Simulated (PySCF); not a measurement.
PBE on C- (carbon, charge -1), [He] 2s2 2p3, high-spin 4S determinant. All numbers are calculated (PySCF 2.14, no relativity, point nucleus, in aug-cc-pwCVDZ (5s4p2d, 27 functions)).

```
cycle= 1 E= -37.8474458363398  delta_E= -0.00447  |g|= 0.0468  |ddm|= 0.365
cycle= 2 E= -37.8397088900443  delta_E= 0.00774  |g|= 0.107  |ddm|= 0.356
cycle= 3 E= -37.8497699626565  delta_E= -0.0101  |g|= 0.00861  |ddm|= 0.23
cycle= 4 E= -37.8498456262161  delta_E= -7.57e-05  |g|= 0.000109  |ddm|= 0.0201
cycle= 5 E= -37.8498456376888  delta_E= -1.15e-08  |g|= 1.44e-05  |ddm|= 0.000399
cycle= 6 E= -37.8498456379009  delta_E= -2.12e-10  |g|= 1.87e-06  |ddm|= 6.73e-05
converged SCF energy = -37.8498456379009  <S^2> = 3.7527432  2S+1 = 4.0013713
```

Highest occupied orbital energy: 1.990 eV; ⟨L²⟩ = 0.00; populations by l: s 4.00, p 3.00, d 0.00.

Can this result be used?

With care. Self-consistency was reached. At PBE the highest occupied level has a positive energy, so only the finite basis holds that electron; in a semilocal or global hybrid functional this comes from self-interaction and does not mean that the real anion is unbound.
